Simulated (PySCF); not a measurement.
Level of theory: PBE-D3(BJ)/def2-TZVP // B3LYP-D3(BJ)/def2-SVP in PySCF. Isolated molecules, 0 K electronic values unless said otherwise. One relaxed conformer stands for a flexible species; it need not be the lowest. Excitations are Tamm–Dancoff values on a coarser integration grid. The basis has no diffuse functions, so Rydberg states are missing or too high.

Reference species (SMILES): `Bc1ccc(F)c2ncccc12` (neutral, multiplicity 1).

```json
{
 "S1 excitation (TDA)": "2.97 eV",
 "S1 oscillator strength": "0.000",
 "HOMO": "-6.16 eV"
}
```

Changed species: `c12ccccc1cc(B)c(n2)F`.

**Question.** Predict the effect on the S1 excitation (TDA), S1 oscillator strength and HOMO.

**Answer.** the S1 excitation (TDA) increases by 0.17 eV, to 3.14 eV; the S1 oscillator strength hardly moves; the HOMO falls by 0.15 eV, to -6.31 eV.
